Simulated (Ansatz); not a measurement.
`C[Si](O)(Cl)C#N` + HBr → `C[Si](O)(Cl)Br` + `C#N`  (ligand exchange at the Si–C bond)

Program: Ansatz. Geometries: PBE0-D4/def2-TZVP. ΔE: electronic, gas phase. CBS: MP2 limit from def2 TZ/QZ plus the TZ coupled-cluster correction, frozen cores. This one scheme is used for every species. DFT in def2-TZVPP. B3LYP here is the variant with VWN-RPA as its local correlation; programs differ in this. For Br outer-core shells are correlated without core-valence functions, which leaves a few kJ/mol of doubt a bond. Scalar relativity is left out up to krypton. One conformer a species, not always the lowest.

`C[Si](O)(Cl)C#N`:

```xyz
10

C    -0.894   -1.066    0.427
Si    0.454    0.104    0.004
O     0.711    1.107    1.255
Cl    2.168   -0.868   -0.538
C    -0.002    1.111   -1.487
N    -0.306    1.744   -2.400
H    -1.103   -1.730   -0.413
H    -0.607   -1.671    1.290
H    -1.805   -0.514    0.673
H     1.385    1.785    1.188
```

HBr:

Cartesian coordinates in Å:
```
Br 0.303 0.316 -0.559
H -0.303 -0.316 0.559
```

`C[Si](O)(Cl)Br`:

Cartesian coordinates in Å:
```
C 0.507 -0.226 1.168
Si -0.112 -0.057 -0.555
O -1.283 1.072 -0.576
Cl -0.845 -1.845 -1.244
Br 1.526 0.532 -1.935
H 0.910 0.728 1.514
H 1.294 -0.981 1.217
H -0.311 -0.525 1.827
H -1.685 1.301 -1.417
```

`C#N`:

```xyz
3

C     0.002    0.025    0.004
N    -0.102   -1.103   -0.165
H     0.100    1.078    0.161
```

Problem. Is it downhill or uphill in electronic energy at CCSD(T)/CBS, and by how much? (Best estimate.)

Solution. Ansatz gave: Downhill: ΔE = -62.0 kJ/mol.

Problem. What do these levels give: B3LYP-D4, r2SCAN, HF/def2-TZVPP, CCSD(T)/def2-TZVPP, MP2/def2-QZVPP, SCS-MP2/def2-QZVPP? (Estimate.)

Solution. Computed: B3LYP-D4 -57.4, r2SCAN -59.5, HF/def2-TZVPP -57.3, CCSD(T)/def2-TZVPP -54.7, MP2/def2-QZVPP -63.7, SCS-MP2/def2-QZVPP -59.6 kJ/mol.

Largest T1 diagnostic among the species: 0.014.

The D4 term adds −3.4 kJ/mol with B3LYP and −1.5 kJ/mol with PBE0; it sums over pairs of atoms, weighted by their polarisabilities, and B3LYP, whose exchange is more repulsive, gets the larger term.
